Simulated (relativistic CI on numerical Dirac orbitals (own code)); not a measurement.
**One change at a time: N⁶⁺**

Base calculation: Dirac-Coulomb-Breit CI, separate exchange-only KLI orbitals for each configuration, QED by a radiative potential.

Configurations in the expansion: 1s, 2s, 2p, 3s, 3p, 3d, 4s, 4p, 4d, 4f, 5s, 5p, 5d, 5f, 5g, 6s, 6p, 6d. Levels of other configurations are missing.

The lowest level and the first level of each name with at least 55 % of one term (blank where a level has no safe partner in the second run):

| Level | Base (eV) | Shift (eV) |
| --- | --- | --- |
| 1s ²S1/2 | 0.000 | 0.000 |
| 2p ²P°1/2 | 500.247 | -0.257 |
| 2s ²S1/2 | 500.252 | -0.263 |
| 2p ²P°3/2 | 500.356 | -0.366 |
| 3p ²P°1/2 | 592.925 | -0.345 |
| 3s ²S1/2 | 592.927 | -0.347 |
| 3d ²D3/2 | 592.957 | -0.377 |
| 3p ²P°3/2 | 592.957 | -0.377 |
| 3d ²D5/2 | 592.968 | -0.388 |
| 4p ²P°1/2 | 625.358 | -0.371 |
| 4s ²S1/2 | 625.359 | -0.372 |
| 4d ²D3/2 | 625.372 | -0.385 |
| 4p ²P°3/2 | 625.372 | -0.385 |
| 4f ²F°5/2 | 625.376 | -0.389 |
| 4d ²D5/2 | 625.376 | -0.389 |
| 4f ²F°7/2 | 625.379 | -0.392 |
| 5p ²P°1/2 | 640.368 | -0.381 |
| 5s ²S1/2 | 640.368 | -0.382 |
| 5d ²D3/2 | 640.375 | -0.388 |
| 5p ²P°3/2 | 640.375 | -0.388 |
| 5f ²F°5/2 | 640.377 | -0.391 |
| 5d ²D5/2 | 640.377 | -0.391 |

(1) One thing was changed in a second run, which moved the levels as shown. Which?
A. non-relativistic limit
B. configuration mixing switched off
C. QED terms removed
D. Breit term removed

Results:

(1) A. Non-relativistic limit. Without relativity the fine structure collapses and s electrons lose their extra binding.
